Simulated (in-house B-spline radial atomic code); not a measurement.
**Ga2+: [Ar] 3d9 4s1 8f1 (an excited or competing configuration)**

Level of theory: Dirac-Hartree-Fock, average of configuration, Fermi nucleus of rms radius 3.9973 fm; calculated with a B-spline radial code for spherical atoms.

Screening seen three ways: the hydrogenic charge with the same mean radius, Z_r = [3n² - l(l+1)]/(2<r>), the one with the same energy, Z_e = n√(-2ε), and Slater's rules. Values are occupation-weighted means over j.

| shell | electrons | ε (eV) | <r> (bohr) | Z_r | Z_e | Slater |
| --- | --- | --- | --- | --- | --- | --- |
| 1s | 2 | -10490 | 0.04858 | 30.88 | 27.77 | 30.70 |
| 2s | 2 | -1385.4 | 0.2167 | 27.69 | 20.18 | 26.85 |
| 2p | 6 | -1207.2 | 0.1905 | 26.25 | 18.84 | 26.85 |
| 3s | 2 | -220.92 | 0.6457 | 20.91 | 12.09 | 19.75 |
| 3p | 6 | -164.46 | 0.6709 | 18.63 | 10.43 | 19.75 |
| 3d | 9 | -73.575 | 0.7436 | 14.12 | 6.98 | 10.20 |
| 4s | 1 | -42.304 | 1.945 | 12.34 | 7.05 | 6.55 |
| 8f | 1 | -1.9281 | 29.72 | 3.03 | 3.01 | 3.00 |

The least bound orbital is 8f5/2 at -1.928 eV, and it is also the most diffuse (<r> = 29.72 bohr).

Spin-orbit splittings of the orbital energies (j = l + 1/2 above j = l - 1/2 when positive): 2p 27.98 eV, 3p 3.931 eV, 3d 0.5463 eV, 8f -4.452e-05 eV.

For the 1s electron the small component carries 1.26 % of the norm, the zero-frequency Breit interaction raises the level by 14.63 eV, self-energy by 7.524 eV, and vacuum polarisation lowers it by 0.7115 eV.
